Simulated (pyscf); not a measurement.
## •H₂C–InH–Cl (SMILES [CH2][InH][Cl]), doublet

Gas-phase minimum from PySCF at ωB97X-D3(BJ)/def2-SVP, one conformer. •H₂C–InH–Cl lies 36.0 kcal/mol over its isomer [H₃C–In–Cl]•, and others may lie lower still (electronic energy, ωB97M-D3(BJ)). 

SMILES: [InH]([Cl])[CH2]
```xyz
6

C      0.2465    -0.9803    -0.5089
In     1.2343     0.4475     0.6802
Cl     2.0369    -0.4827     2.6917
H     -0.1980    -0.7611    -1.4872
H      0.1413    -2.0209    -0.1792
H      1.5706     2.1103     0.4930
```
Charge 0, spin multiplicity 2.

Bonds (Å): C1–In2 2.104, C1–H4 1.097, C1–H5 1.097, In2–Cl3 2.357, In2–H6 1.707. Bond angles (°): In2–C1–H4 124.0, In2–C1–H5 121.3, H4–C1–H5 114.8, C1–In2–Cl3 112.0, C1–In2–H6 133.7, Cl3–In2–H6 114.3.

Properties at ωB97X-D3(BJ)/def2-SVP:

```yaml
harmonic_wavenumbers_unscaled: 119, 187, 370, 403, 499, 559, 587, 678, 1355, 1890, 3153, 3269 cm⁻¹
zero_point_energy: 18.7 kcal/mol
rotational_symmetry_number: 1
Entropy of this conformer at 298 K and 1 atm, rigid rotor and harmonic oscillator, modes under 100 cm⁻¹ raised to 100: 326.7 J/(mol K)
dipole_moment: 3.20 D
Spin expectation value S2: 0.754
```

Single-point totals, which compare only within one level (frozen core for MP2 and CC):

```tsv
level	total energy (hartree)
ωB97X-D3(BJ)/def2-TZVP	-690.34872
PBE/def2-TZVP	-689.99920
r²SCAN/def2-TZVP	-690.26601
B3LYP-D3(BJ)/def2-TZVP	-690.34093
PBE0-D3(BJ)/def2-TZVP	-690.04863
M06-2X/def2-TZVP	-690.13825
ωB97M-D3(BJ)/def2-TZVP	-690.33443
UHF/def2-TZVPP	-688.35128
MP2/def2-TZVPP	-688.96712
CCSD/def2-TZVPP	-688.99872
CCSD(T)/def2-TZVPP	-689.02134
```

Soft torsions are taken as harmonic, which can shift the entropy by several J/(mol K). The CCSD(T) − MP2 part came from Ansatz, without density fitting, on the same reference. The frozen core leaves the outer d or s,p core shells of the metals and heavy elements correlated in the MP2 and CC values, and def2-TZVPP describes them poorly, so these totals are far from the basis limit. Elements past Kr carry the def2 core potentials, without spin-orbit coupling.
